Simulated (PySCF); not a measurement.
**`CC(C)N[SiH2]O[SiH3]`: 4 charge schemes on one density**

C₃H₁₃NOSi₂.
Z-matrix (Å and degrees, GFN2-xTB geometry), rows numbered from 1:
```
C 
C   1  1.5306
C   2  1.5283  1  110.73
N   2  1.4434  1  111.68  3  -122.84
Si  4  1.7083  2  124.01  1   -88.82
O   5  1.6207  4  104.10  2   175.49
Si  6  1.6102  5  158.17  4   154.11
H   1  1.0871  2  110.61  3   -60.08
H   1  1.0884  2  110.14  3    60.07
H   1  1.0870  2  109.85  3   179.62
H   2  1.0948  1  108.69  3   119.89
H   3  1.0870  2  110.52  1    59.82
H   3  1.0883  2  110.15  1   -60.24
H   3  1.0867  2  109.96  1  -179.84
H   4  1.0101  2  112.01  1    64.18
H   5  1.4632  4  108.57  2   -67.21
H   5  1.4695  4  116.93  2    59.59
H   7  1.4616  6  104.77  5   153.20
H   7  1.4629  6  108.89  5    33.38
H   7  1.4619  6  107.71  5   -87.18
```

Density: PBE0/pcSseg-1 (PySCF); schemes: Mulliken, IAO, Hirshfeld and ESP-fitted. The structure is a single GFN2-xTB conformer in the gas phase; no vibrational or solvent corrections.

Atoms with like bonding are taken together and averaged. At which atom do the 4 schemes differ most?

At C2: from -0.170 (Mulliken) to +0.691 e (ESP-fitted), 0.861 e apart.

For which atoms does the sign change between the 4 schemes (beyond +0.03 e in one, beyond −0.03 e in another)?

C2.

Tabulate the Mulliken, IAO, Hirshfeld and ESP-fitted charges.

In e; atoms taken as equivalent share a row and are averaged (×n: the atom named and its like, n in all):

```json
{"atom": "C1/C3", "environment": "methyl carbon", "Mulliken": "-0.203", "IAO": "-0.427", "Hirshfeld": "-0.125", "ESP-fitted": "-0.613"}
{"atom": "C2", "environment": "sp3 carbon bound to nitrogen", "Mulliken": "-0.170", "IAO": "+0.021", "Hirshfeld": "+0.029", "ESP-fitted": "+0.691"}
{"atom": "N4", "environment": "silicon-bound nitrogen", "Mulliken": "-0.629", "IAO": "-0.697", "Hirshfeld": "-0.243", "ESP-fitted": "-0.877"}
{"atom": "Si5", "environment": "oxygen-bound silicon", "Mulliken": "+0.941", "IAO": "+1.137", "Hirshfeld": "+0.424", "ESP-fitted": "+0.722"}
{"atom": "O6", "environment": "siloxane oxygen", "Mulliken": "-0.720", "IAO": "-0.890", "Hirshfeld": "-0.302", "ESP-fitted": "-0.417"}
{"atom": "Si7", "environment": "oxygen-bound silicon", "Mulliken": "+0.737", "IAO": "+0.896", "Hirshfeld": "+0.394", "ESP-fitted": "+0.586"}
{"atom": "H8 (×6)", "environment": "methyl hydrogen", "Mulliken": "+0.107", "IAO": "+0.138", "Hirshfeld": "+0.039", "ESP-fitted": "+0.144"}
{"atom": "H11", "environment": "methine hydrogen", "Mulliken": "+0.111", "IAO": "+0.126", "Hirshfeld": "+0.039", "ESP-fitted": "-0.015"}
{"atom": "H15", "environment": "N–H hydrogen", "Mulliken": "+0.189", "IAO": "+0.254", "Hirshfeld": "+0.112", "ESP-fitted": "+0.359"}
{"atom": "H16/H17", "environment": "Si–H hydrogen", "Mulliken": "-0.154", "IAO": "-0.185", "Hirshfeld": "-0.095", "ESP-fitted": "-0.153"}
{"atom": "H18/H19/H20", "environment": "Si–H hydrogen", "Mulliken": "-0.129", "IAO": "-0.151", "Hirshfeld": "-0.083", "ESP-fitted": "-0.128"}
```

Mean size of the charges over all atoms: IAO 0.326 e, ESP-fitted 0.322 e, Mulliken 0.262 e, Hirshfeld 0.123 e. Each set sums to the total charge, 0, to within 0.001 e. The Hirshfeld scheme divides the density at each point in proportion to the densities of the neutral, spherically averaged free atoms.

Some averages cover members that differ in this geometry: H8 (×6), ESP-fitted +0.129 to +0.159; C1/C3, ESP-fitted -0.628 to -0.598 e.

How closely do the schemes follow one another over all atoms?

Correlation coefficient and root-mean-square difference: IAO with Hirshfeld 0.99, 0.284 e; Mulliken with IAO 0.98, 0.111 e; Mulliken with Hirshfeld 0.98, 0.202 e; IAO with ESP-fitted 0.86, 0.232 e; Hirshfeld with ESP-fitted 0.84, 0.283 e; Mulliken with ESP-fitted 0.78, 0.260 e.

Sum the charges by element, for elements with more than one atom.

```csv
element,atoms,Mulliken,IAO,Hirshfeld,ESP-fitted
C,3,-0.576,-0.832,-0.221,-0.535
Si,2,+1.678,+2.033,+0.819,+1.308
H,13,+0.246,+0.386,-0.054,+0.521
```

How many electrons does the IAO scheme count on Si5?

Z − q = 14 − (+1.137) = 12.863.

The run behind these numbers computed NMR shieldings as well. On Arm Neoverse V1, one thread, no GPU, shared host with 32 logical CPUs at a one-minute load of 28, this took 36 s wall and 0.88 GiB of memory at its peak.
